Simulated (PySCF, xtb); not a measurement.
2-chlorobuta-1,3-diene (C4H5Cl), SMILES C=CC(=C)Cl.

GFN2-xTB (xtb) at its own geometry gives an orbital gap of 3.56 eV and a dipole moment of 1.62 D.

The structure is a stationary point at B3LYP-D3(BJ)/def2-SVP. One conformer was computed; it need not be the lowest.

Problem. What does PBE/def2-TZVP (PySCF) give? (Estimate from the structure and the level; the computed values follow.)

Solution. gap 3.82 eV (levels -6.03 and -2.21 eV), dipole 1.40 D.
